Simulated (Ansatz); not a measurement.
Basis-set series for CH₆AlFOSi (`[CH3][Al]([OH])[SiH2]F`). The species carries charge 0 and has multiplicity 1. All single points use the PBE0-D4/def2-TZVP geometry. It is one conformer, not always the lowest.

```json
{"functional": "PBE0-D4", "basis": "def2-SVP", "functions": "108", "energy (Eh)": "-748.01931", "HOMO (eV)": "-7.29", "LUMO (eV)": "-1.04"}
{"functional": "PBE0-D4", "basis": "def2-QZVPP", "functions": "491", "energy (Eh)": "-748.51290", "HOMO (eV)": "-7.38", "LUMO (eV)": "-1.24"}
{"functional": "ωB97M-V", "basis": "def2-SVP", "functions": "108", "energy (Eh)": "-748.35653", "HOMO (eV)": "-9.29", "LUMO (eV)": "0.70"}
{"functional": "ωB97M-V", "basis": "def2-QZVPP", "functions": "491", "energy (Eh)": "-748.85603", "HOMO (eV)": "-9.41", "LUMO (eV)": "0.30"}
```

(1) Give the rows for def2-TZVPP. (An estimate is asked.)

## Answers

(1) Computed: 
```csv
functional,basis,functions,energy (Eh),HOMO (eV),LUMO (eV)
PBE0-D4,def2-TZVPP,261,-748.48246,-7.35,-1.19
ωB97M-V,def2-TZVPP,261,-748.82707,-9.38,0.47
```

Positive LUMOs are unbound and depend on the basis.
